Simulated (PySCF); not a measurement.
A run for PySCF: R-M06-2X/def2-TZVPP on H4Se2Si (SMILES [SiH3][Se][SeH]), a point of a torsion scan.

```python
from pyscf import gto, dft

mol = gto.M(
    atom='''
    Si   -1.27069713   -0.11544404    0.09951235
    Se    0.37304703    1.40402567   -0.49012535
    Se   -0.77375968    2.73047753   -1.98722895
    H    -1.36045055   -1.12103160   -0.95651423
    H    -2.52034129    0.62207023    0.24433336
    H    -0.77260445   -0.66984113    1.35002514
    H    -0.32888790    2.04983959   -3.19508550
    ''',
    basis='def2-tzvpp',
    charge=0, spin=0, verbose=4, max_memory=1800)
mf = dft.RKS(mol, xc='m062x').density_fit(auxbasis='def2-universal-jkfit')
mf.grids.level = 4
mf.conv_tol = 1e-9
mf.max_cycle = 150
mf.kernel()
mf.dip_moment()
```

Problem. Predict the final total energy.

Solution. -5095.0621 hartree.
